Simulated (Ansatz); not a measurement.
`[SiH3][AlH][S][SiH3]` + `[F][AlH][SH]` → `[F][AlH][S][SiH3]` + `[AlH2][S][SiH3]` at 400 K and 1 bar (cleavage of the Si–Al bond).

Program: Ansatz. Geometries: PBE0-D4/def2-TZVP. ΔE: electronic, gas phase. CBS: MP2 limit from def2 TZ/QZ plus the TZ coupled-cluster correction, frozen cores. This one scheme is used for every species. One conformer a species, not always the lowest.

| species | CCSD(T)/CBS energy (Eh) | H − E (kJ/mol) | S (J/(mol·K)) |
| --- | --- | --- | --- |
| `[SiH3][AlH][S][SiH3]` | -1222.20542 | 195.2 | 432.2 |
| `[F][AlH][SH]` | -740.90186 | 71.8 | 313.9 |
| `[F][AlH][S][SiH3]` | -1031.20495 | 129.1 | 389.4 |
| `[AlH2][S][SiH3]` | -931.92152 | 136.5 | 361.1 |

H − E and S are ideal-gas, rigid-rotor, harmonic terms from PBE0-D4/def2-TZVP, for one conformer and one mirror image of each species. 1 Eh = 2625.50 kJ/mol, R = 8.31446 J/(mol·K).

Q: By hand: ΔE, ΔH, ΔS and ΔG.

A: ΔE = (-1031.20495) + (-931.92152) − (-1222.20542) − (-740.90186) = -0.01919 Eh = -50.4 kJ/mol. Δ(H − E) = 129.1 + 136.5 − 195.2 − 71.8 = -1.4, so ΔH = -51.8 kJ/mol. ΔS = 389.4 + 361.1 − 432.2 − 313.9 = 4.4 J/(mol·K). ΔG = -51.8 − 400 × (4.4)/1000 = -53.6 kJ/mol.

Q: By hand: the equilibrium constant, and the temperature at which ΔG would vanish if ΔH and ΔS stayed fixed.

A: log₁₀ K = −ΔG/(RT ln 10) = 7.0. ΔH and −TΔS have one sign here, so there is no such temperature. One of them is within its doubt of zero, so this could turn.

The number of gas molecules stays the same, so ΔS is small and ΔH decides. A doubt of 5 kJ/mol in ΔE shifts log₁₀ K by 0.7 here. Other conformers and mirror images would add mixing entropy, several J/(mol·K) or more a flexible species. Modes under 60 cm⁻¹, often nearly free rotors, make the harmonic entropy too high. These are equilibria of isolated gas molecules and say nothing of rates. Largest T1 diagnostic: 0.013 (customary marks: 0.02 for closed shells, 0.045 for open ones).
